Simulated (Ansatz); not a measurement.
Harmonic frequencies (cm⁻¹) at PBE0-D4/def2-TZVP from Ansatz: 54, 81, 142, 259, 310, 355, 552, 642, 793, 866, 884, 900, 930, 940, 951, 1065, 1129, 1582, 2239, 2267, 2358, 2371, 3617, 3714.

Each molecule was computed in one conformer, which needn't be the lowest.

(1) Which molecule is it?
A. `O[P](O)[GeH3]`
B. `C=[N][Al]1[O][C]1=C`
C. `OPN[SiH3]`
D. `N[SiH2]OP`

Results:

(1) D.
